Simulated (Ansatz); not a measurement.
Name a neutral molecule of C, Cl, Ge, N and H with LUMO energy (B3LYP/def2-TZVPP) between -0.60 and -0.30 eV and HOMO energy (B3LYP/def2-TZVPP) between -7.05 and -6.75 eV (Ansatz, PBE0-D4/def2-TZVP geometry).

`CC(C)[NH][Ge]([Cl])([Cl])[NH]C(C)C` (-0.56 eV, -6.98 eV). Other molecules can fit too; these were computed, each in one conformer that needn't be the lowest.

B3LYP here is the variant with VWN-RPA as its local correlation; programs differ in this.
